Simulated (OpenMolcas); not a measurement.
## Tl+: CASPT2 settings compared

```json
{
  "Program": "OpenMolcas 26.06",
  "Basis": "ANO-RCC-VTZP [8s7p5d3f2g]",
  "Scalar Hamiltonian": "DKH2, point nucleus",
  "Active space": "2 electrons in 4 orbitals (6s 6p)",
  "State averaging": "2S+1 = 3 even, 3 roots; 2S+1 = 1 even, 7 roots; 2S+1 = 3 odd, 3 roots; 2S+1 = 1 odd, 3 roots",
  "Spin-orbit coupling": "RASSI with atomic mean-field integrals over the reference wave functions, term energies averaged over their components"
}
```

Methods on the same reference wave functions:
A. CASSCF
B. SS-CASPT2, IPEA 0 Eh, imaginary shift 0.3 Eh (closed shells correlated: 4f 5s 5p 5d)
C. MS-CASPT2, IPEA 0 Eh, imaginary shift 0.3 Eh (closed shells correlated: 4f 5s 5p 5d)
D. XMS-CASPT2, IPEA 0 Eh, sigma1 regulariser 0.4 Eh (closed shells correlated: 5d)

Energies in cm⁻¹ above 6s² ¹S₀, the measured ground level; measured values from NIST Handbook of Basic Atomic Spectroscopic Data.

```tsv
Level	A	B	C	D	Measured
6s² ¹S₀	0.0	0.0	0.0	0.0	0.0
6s 6p ³P°₀	43199	50320	51100	52090	49451
6s 6p ³P°₁	45976	52910	53690	54690	52394
6s 6p ³P°₂	52834	59960	60730	61720	61728
6s 6p ¹P°₁	74733	73400	74170	75410	75663
6p² ³P₀	113234	120960	121760	121860	
6p² ³P₁	118475	126930	127710	127860	
6p² ¹S₀	147153	147850	149370	149010
```

Deviations, from unrounded energies. A percentage is the sum of absolute deviations over the sum of measured energies, with the sign that they share, or ± where signs differ.

| Against measurement | Levels | A | B | C | D |
| --- | --- | --- | --- | --- | --- |
| mean absolute deviation (cm-1) | 4 | 5600 | 1400 | 1400 | 1300 |
| other configurations (%) | 4 | -9.4 | ±2.3 | ±2.3 | ±2.2 |

B, C, D lie about equally close to measurement and A furthest from it. The largest miss of D in the table is 6s 6p ³P°₀, by +2600 cm-1. The ranking rests on the paired levels alone, and a cruder setting can come out closer through cancelling errors.

Among B to D the level of the table that moves most is 6s 6p ¹P°₁, by 2000 cm-1 (lowest in B, highest in D). Moves below CASPT2's spread within the term are not significant.

The lowest spin-free term lies below A's lowest term by 0.804 hartree in B, 0.808 hartree in C, 0.422 hartree in D.

The ¹D term of p² mixes with s d, which this space lacks. Spin-orbit splittings of 6p shells tend to come out small when the coupling is added on scalar orbitals. Measured partners are found by configuration, term and J. A level has none where our copy of the source lacks it or the pairing is in doubt (some pairs that miss far off the trend of their configuration count as doubtful), and it then counts in no deviation. Only configurations of the active space appear. Levels that lie high or do not pair safely by name in every column are left out.

° marks odd parity.
